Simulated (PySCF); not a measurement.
B(Me)(vinyl)(NH2) (C3H8BN), SMILES C=CB(C)N.

The structure is a stationary point at B3LYP-D3(BJ)/def2-SVP. The structure was generated by enumeration, and PubChem lists no compound with its InChIKey, so it may never have been made. One conformer was computed; it need not be the lowest.

Computed with TDA-CAM-B3LYP/def2-SVPD run with PySCF.

Vertical excitations. 

Task: Give excitation energies, oscillator strengths and character. (The exact figures need the calculation; the answer reports its results.)

Result: 
```csv
state,energy (eV),λ (nm),f,main pairs
S1,6.48,191,0.038,"HOMO−2→LUMO 66 %, HOMO−1→LUMO 18 %, HOMO→LUMO 11 %"
S2,6.73,184,0.252,HOMO→LUMO 73 %
S3,6.86,181,0.015,HOMO→LUMO+1 80 %
S4,7.52,165,0.094,"HOMO−1→LUMO 44 %, HOMO−3→LUMO 20 %, HOMO−2→LUMO 10 %, HOMO→LUMO+3 8 %"
S5,7.66,162,0.110,"HOMO−1→LUMO+1 36 %, HOMO→LUMO+3 22 %, HOMO−3→LUMO 10 %, HOMO→LUMO+2 9 %"
S6,7.87,158,0.086,"HOMO−3→LUMO 52 %, HOMO−1→LUMO 15 %, HOMO−2→LUMO 15 %"
S7,8.00,155,0.005,"HOMO→LUMO+2 62 %, HOMO→LUMO+3 14 %, HOMO→LUMO+4 10 %"
S8,8.13,153,0.023,"HOMO−1→LUMO+1 37 %, HOMO→LUMO+3 21 %, HOMO−2→LUMO+1 20 %"
S9,8.28,150,0.006,"HOMO−2→LUMO+1 57 %, HOMO→LUMO+2 12 %, HOMO→LUMO+3 11 %"
S10,8.71,142,0.005,"HOMO→LUMO+5 40 %, HOMO−1→LUMO+2 24 %, HOMO−1→LUMO+5 10 %"
T1,3.97,313,0,HOMO→LUMO 85 %
T2,5.93,209,0,"HOMO−2→LUMO 65 %, HOMO−1→LUMO 26 %"
T3,6.13,202,0,"HOMO−1→LUMO 51 %, HOMO−2→LUMO 21 %, HOMO→LUMO 8 %"
T4,6.67,186,0,HOMO→LUMO+1 76 %
```
Triplets are in the Tamm–Dancoff approximation.
